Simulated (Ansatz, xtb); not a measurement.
FGaH4Si2: where a starting geometry ends

The starting geometry of this gas-phase singlet was built from a drawn formula by distance geometry; its bonds are those of `[F][Ga]1[SiH2][SiH2]1`.

```xyz
8

F    -2.3571    0.5994    2.9305
Ga   -0.6715   -0.2980    2.4501
Si    1.3847    0.2022    1.0572
Si   -0.2894   -1.1751    0.6298
H     2.7115   -0.3201    1.3858
H     1.1826    1.6551    1.2027
H     0.0617   -2.5991    0.7458
H    -1.1611   -0.8808   -0.5834
```

Task: Where would you expect an optimisation with r2SCAN-D4/def2-SVP to take it?

Result: It keeps its bonds, and is `[F][Ga]1[SiH2][SiH2]1`. Distances that change by over a tenth: F1–Ga2 (1.97 → 1.75 Å), Ga2–Si4 (2.06 → 2.39 Å).

The energy falls by 2.13 eV over 14 steps:

| step | E − E(last) (eV) |
| --- | --- |
| 1 | 2.130 |
| 2 | 0.569 |
| 4 | 0.124 |
| 5 | 0.110 |
| 7 | 0.038 |
| 8 | 0.016 |
| 10 | 0.004 |
| 11 | 0.002 |
| 13 | 0.000 |
| 14 | 0.000 |

Final geometry (Å):

```yaml
atoms:
  - { symbol: F, position_ang: [-1.9902, 0.4106, 3.6507] }
  - { symbol: Ga, position_ang: [-0.8755, 0.0055, 2.3628] }
  - { symbol: Si, position_ang: [1.2916, 0.1525, 1.3731] }
  - { symbol: Si, position_ang: [-0.4017, -1.1015, 0.3019] }
  - { symbol: H, position_ang: [2.7523, -0.1471, 1.5316] }
  - { symbol: H, position_ang: [1.1273, 1.5574, 0.8600] }
  - { symbol: H, position_ang: [-0.3038, -2.4815, 0.8935] }
  - { symbol: H, position_ang: [-0.7385, -1.2123, -1.1551] }
```

From the same start GFN2-xTB ends elsewhere, differing in Ga2–Si3 (3.44 against 2.39 Å here), Ga2–Si4 (2.98 against 2.39 Å here).

The end wasn't checked by frequencies. Run with Ansatz 0.2.0, 17 s on 2 threads of Intel(R) Xeon(R) 6975P-C (Granite Rapids), with other jobs on the host.
